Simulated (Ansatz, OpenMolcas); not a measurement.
# A ladder of methods for BGeSiH4F (SMILES F[SiH]1[BH][GeH2]1)

BGeSiH4F has 8 atoms, charge 0, and is taken as a singlet. SMILES: `F[SiH]1[BH][GeH2]1`. The coordinates come from a PBE0-D4/def2-TZVP relaxation.

```csv
atom,x (Å),y (Å),z (Å)
F,-2.8022,-0.0970,1.0426
Si,-1.2542,-0.1521,0.6696
B,-0.4001,0.4697,-0.8532
Ge,1.4170,-0.0023,-0.4445
H,-0.5960,-0.8205,1.8146
H,-0.7861,1.0141,-1.8344
H,1.8434,-0.7089,0.8525
H,2.6703,0.2398,-1.3031
```

Each level gives the energy change with the Si2–B3 bond stretched from 1.853 to 2.780 Å (eV). The values are calculated.

```tsv
level	kind	program	value (eV)
HF/def2-SVP (restricted)	Hartree–Fock	OpenMolcas	2.62
BLYP/def2-SVP (restricted)	GGA	OpenMolcas	2.36
revPBE/def2-SVP (restricted)	GGA	OpenMolcas	2.48
B3LYP/def2-SVP (restricted)	global hybrid	OpenMolcas	2.59
B2PLYP/def2-SVP (restricted)	double hybrid	Ansatz	2.71
PBE-QIDH/def2-SVP (restricted)	double hybrid	Ansatz	2.96
RPA@PBE/def2-SVP (restricted)	RPA	Ansatz	2.49
CCSD/def2-SVP (restricted)	coupled cluster or CI	Ansatz	2.71
```

All-electron rows without a relativistic Hamiltonian named are non-relativistic. The first shape isn't each level's own minimum. The values span 2.36 to 2.96 eV. In the correlated wave-function rows the outer d shell of Ge is correlated, in sets not made for it.
